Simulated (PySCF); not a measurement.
A structure optimised at B3LYP-D3(BJ)/def2-SVP, used in a PySCF frequency run:

```
C
O 1 1.3516
C 1 1.3733 2 110.58
C 2 1.3761 1 107.55 3 0.07
C 4 1.3608 2 109.58 1 0.10
N 1 1.3822 2 115.72 4 -176.87
H 6 1.0142 1 113.80 2 -160.96
H 6 1.0163 7 111.89 1 -130.54
H 4 1.0852 5 134.51 3 179.37
H 3 1.0868 1 126.74 2 -179.99
H 5 1.0882 4 126.32 9 -0.34
```
Charge 0, spin multiplicity 1.

Problem. Write its SMILES and formula.

Solution. Nc1ccco1, C4H5NO

Problem. What are its rotational constants (standard atomic weights)?

Solution. 8.9849, 3.6883, 2.6220 GHz
